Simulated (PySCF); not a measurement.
CH6ClFSi2, SMILES F[SiH2]C[SiH2]Cl. Geometry optimised at PBE-D3(BJ)/def2-SVP. The structure was generated by enumeration, and PubChem lists no compound with its InChIKey, so it may never have been made. Other conformers were not sampled.

Give the equilibrium geometry at PBE-D3(BJ)/def2-SVP (PySCF confirms it by a frequency run) as Cartesian coordinates in Å. (An estimate is asked for; the answer gives what the named calculation found.)

This is not unique; one that fits is 
```xyz
11

Si     1.5015     0.3323     0.3976
F      3.0850    -0.1088     0.3527
C      0.4781    -1.0425    -0.3833
Si    -1.2305    -0.4934    -0.9401
Cl    -2.0612     0.7043     0.5636
H      1.1288     0.5384     1.8331
H      1.3659     1.6000    -0.3944
H      1.0210    -1.4197    -1.2785
H      0.3887    -1.8866     0.3325
H     -1.1358     0.3395    -2.1846
H     -2.1551    -1.6533    -1.1686
```
Charge 0, spin multiplicity 1.
